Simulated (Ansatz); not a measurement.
`C[SiH](C)P` and `C[SiH](C)[NH][AlH2]` differ in one atom or group.

Ansatz, PBE0-D4/def2-TZVP geometries, multiplicity 1. Each molecule was computed in one conformer, which needn't be the lowest.

```json
{"property": "size of the dipole moment (ωB97M-V/def2-TZVPP) / D", "`C[SiH](C)P`": "1.46"}
{"property": "HOMO–LUMO gap (PBE0/def2-TZVPP) / eV", "`C[SiH](C)P`": "7.71"}
{"property": "HOMO–LUMO gap (PBE/def2-TZVPP) / eV", "`C[SiH](C)P`": "5.75"}
{"property": "LUMO energy (PBE0/def2-TZVPP) / eV", "`C[SiH](C)P`": "0.51"}
{"property": "LUMO energy (B3LYP/def2-TZVPP) / eV", "`C[SiH](C)P`": "0.26"}
{"property": "LUMO energy (ωB97M-V/def2-TZVPP) / eV", "`C[SiH](C)P`": "2.13"}
```

Q: What does the change do to each property? (An estimate is asked.)

A: Computed: 
```tsv
property	`C[SiH](C)[NH][AlH2]`	shift
size of the dipole moment (ωB97M-V/def2-TZVPP) / D	1.40	-0.06
HOMO–LUMO gap (PBE0/def2-TZVPP) / eV	6.65	-1.06
HOMO–LUMO gap (PBE/def2-TZVPP) / eV	4.64	-1.11
LUMO energy (PBE0/def2-TZVPP) / eV	-0.80	-1.31
LUMO energy (B3LYP/def2-TZVPP) / eV	-1.01	-1.27
LUMO energy (ωB97M-V/def2-TZVPP) / eV	0.77	-1.36
```

With PBE0 the HOMO falls by 0.25 eV and the LUMO falls by 1.31 eV, so the gap narrows by about 1.06 eV. PBE moves the HOMO by -0.10 eV and ωB97M-V by -0.45 eV. Dipoles are sizes alone; their direction can turn.

B3LYP here is the variant with VWN-RPA as its local correlation; programs differ in this.

Positive LUMOs are unbound, so they and the gaps depend on the basis.
